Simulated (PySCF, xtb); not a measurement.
C2H7InO, SMILES C[CH2][InH][OH].

GFN2-xTB (xtb) at its own geometry gives an orbital gap of 3.61 eV and a dipole moment of 3.67 D.

Coordinates come from a B3LYP-D3(BJ)/def2-SVP optimisation. The structure was generated by enumeration; whether it is a known compound was not checked. The def2 effective core potentials stand for the cores of In; spin–orbit coupling is left out. One conformer was computed; it need not be the lowest.

Problem. What does M06-2X/def2-TZVP (PySCF) give? (The exact figures need the calculation; the answer reports its results.)

Solution. gap 7.72 eV (levels -8.46 and -0.74 eV), dipole 2.97 D.
